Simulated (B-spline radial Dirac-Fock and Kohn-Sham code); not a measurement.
Level of theory: relaxed Dirac-Fock hole states (ΔSCF) with Breit and QED corrections and a finite nucleus; a radial B-spline solver. Correlation energy is missing from these numbers.

**Question.** Identify the element and charge state from the binding energies below (tabulated ground configuration; the least bound level is included).

| level | binding energy (eV) |
| --- | --- |
| 1s | 37231.5 |
| 2s | 7965.4 |
| 2p1/2 | 7643.6 |
| 2p3/2 | 7311.6 |
| 3s | 3161.6 |
| 3p | 3012.4 |

**Answer.** Xe⁴¹⁺: Z = 54 with 13 electrons, [Ne] 3s2 3p1. The hydrogen-like estimate √(E/Ry) = 52.3 for the K level lies 1.7 below Z (screening lowers it, relativity raises it); the outermost level, at 3012.4 eV, fixes the charge.

**Question.** An atom or ion in its tabulated ground configuration has these computed binding energies (the last is its least bound level). Which is it?

```csv
level,binding energy (eV)
1s,1310.8
2s,97.82
2p1/2,56.57
2p3/2,56.30
3s,6.62
```

**Answer.** Mg: Z = 12 with 12 electrons, [Ne] 3s2. The hydrogen-like estimate √(E/Ry) = 9.8 for the K level lies 2.2 below Z; the outermost level, at 6.62 eV, fixes the charge.
